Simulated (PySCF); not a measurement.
fluoroethane (C₂H₅F), SMILES CCF. Coordinates come from a PBE-D3(BJ)/def2-TZVP optimisation.

### Question
Give the equilibrium geometry at PBE-D3(BJ)/def2-TZVP (PySCF confirms it by a frequency run) as Cartesian coordinates in Å, and its point group. (The exact figures need the calculation; the answer reports its results.)

### Answer
point group Cs.
```xyz
8

C     -0.2253     1.1954     0.0000
C      0.5487    -0.1028     0.0000
F     -0.3396    -1.1938     0.0000
H      0.4726     2.0463     0.0000
H     -0.8612     1.2710    -0.8927
H     -0.8612     1.2710     0.8927
H      1.1828    -0.1997     0.8963
H      1.1828    -0.1997    -0.8963
```
